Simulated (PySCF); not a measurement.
## ¹⁹F chemical shifts

Isolated molecule, a single conformation, relativity neglected, rapidly exchanging positions averaged. PBE0/pcSseg-1 with gauge-including orbitals; structure optimised with GFN2-xTB; PySCF 2.14.0 with density-fitted response routines.

Shieldings were converted by a linear fit to measured shifts: ¹⁹F (scatter 6.0 ppm rms, 7.0 ppm with the 5 outliers that the fit left out vs CFCl3, solution or neat liquid, with a term for F on sp3 carbon). A few per cent of atoms miss by over 2 rms, more outside the fitted compound classes.

(1) Give the ¹⁹F shifts of `C[C@H](SC[SiH3])C(F)F`, `NCC(F)(F)F`, `FC1=C[C@](F)(C(F)(F)F)OC1`, `FC(F)(F)OC1=CC=CCC=C1`.

(2) Order these by ¹⁹F shift, lowest first.
A. CC(C)(C)C/P=C\F
B. C[P@](=O)(CO)CC(F)(F)F
C. F[C@@H]1C=C(CCC(Cl)Cl)CO1
D. FC(F)(F)COc1ccccc1

## Answers

(1) 
```
                                                                compound                           environment  δ (ppm)
                  [CH3:1][C@H:2]([S:3][CH2:4][SiH3:5])[CH:6]([F:7])[F:8]           F8: fluorine of a CF2 group   -102.7
                  [CH3:1][C@H:2]([S:3][CH2:4][SiH3:5])[CH:6]([F:7])[F:8]           F7: fluorine of a CF2 group   -126.0
                                                              NCC(F)(F)F          fluorine of a CF3 group (×3)    -76.3
[F:1][C:2]1=[CH:3][C@:4]([F:5])([C:6]([F:7])([F:8])[F:9])[O:10][CH2:11]1  F7/8/9: fluorine of a CF3 group (×3)    -82.5
[F:1][C:2]1=[CH:3][C@:4]([F:5])([C:6]([F:7])([F:8])[F:9])[O:10][CH2:11]1         F5: fluorine on an sp3 carbon   -100.5
[F:1][C:2]1=[CH:3][C@:4]([F:5])([C:6]([F:7])([F:8])[F:9])[O:10][CH2:11]1                  F1: vinylic fluorine   -122.4
                                                   FC(F)(F)OC1=CC=CCC=C1        fluorine of an OCF3 group (×3)    -57.2
```

(2) C (-106.3 ppm, fluorine on an sp3 carbon), D (-71.4 ppm, fluorine of a CF3 group), B (-60.4 ppm, fluorine of a CF3 group), A (-36.5 ppm, fluorine bonded to C).
